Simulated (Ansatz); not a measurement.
Geometry optimisation, RKS PBE0-D4/def2-SVP in Ansatz.

Input file:

```yaml
crystal:
  periodic: [false, false, false]
  atoms:
    - { symbol: Cl, position_ang: [-1.8868, -0.6827, 2.4426] }
    - { symbol: B, position_ang: [-0.3324, -0.087, 1.712] }
    - { symbol: C, position_ang: [0.4039, -0.9885, 0.6386] }
    - { symbol: S, position_ang: [-0.497, -1.2027, -0.8553] }
    - { symbol: Ge, position_ang: [-0.0561, 0.7607, -1.7548] }
    - { symbol: H, position_ang: [0.1533, 0.9472, 2.0743] }
    - { symbol: H, position_ang: [1.4471, -0.5375, 0.4079] }
    - { symbol: H, position_ang: [0.6564, -1.968, 1.1016] }
    - { symbol: H, position_ang: [0.62877, 0.53968, -3.18828] }
    - { symbol: H, position_ang: [-1.40498, 1.48152, -1.98261] }
    - { symbol: H, position_ang: [0.8748, 1.56724, -0.86047] }
basis:
  gaussian: { orbitals: def2-SVP }
hamiltonian:
  xc: pbe0
  dispersion: d4
relax:
  f_tol: 0.015
  max_steps: 40
```

Launched with:

```bash
$ ansatz run input.yaml --threads 2 --pin off --max-ram 3072MiB --backend cpu --events-out ev --progress --plain --runs-dir out
```

Task: Where does it end, and by what steps?

Result: The run converged. After 16 steps the energy has fallen by 0.542 eV; H6 moved furthest, 0.94 Å. Joined: B2–S4.

```
step  energy less start (eV)  largest force component (eV/Å)  accepted
   0                  0.0000                           2.614       yes
   1                 -0.2073                           1.371       yes
   2                 -0.2752                           0.823       yes
   3                 -0.3038                           0.607       yes
   4                 -0.3648                           0.211       yes
   5                 -0.4119                           0.382       yes
   6                 -0.4515                           0.666       yes
   7                 -0.4855                           0.840       yes
   8                 -0.5093                           0.651       yes
   9                 -0.5219                           0.240       yes
  10                 -0.5345                           0.179       yes
  11                 -0.5387                           0.127       yes
  12                 -0.5397                           0.076       yes
  13                 -0.5414                           0.038       yes
  14                 -0.5416                           0.025       yes
  15                 -0.5417                           0.021       yes
  16                 -0.5417                           0.010       yes
```

```xyz
11
Properties=species:S:1:pos:R:3
Cl -1.637 -0.861 2.604
B -0.468 -0.158 1.464
C 0.616 -1.043 0.793
S -0.643 -0.999 -0.576
Ge -0.025 0.856 -1.698
H -0.447 1.044 1.354
H 1.575 -0.616 0.478
H 0.711 -2.088 1.112
H 0.467 0.421 -3.087
H -1.262 1.755 -1.816
H 1.099 1.519 -0.893
```

Run time: 62 s on 2 threads of AMD EPYC 7R13 Processor (Zen 3) (shared host), peak memory 0.37 GiB.
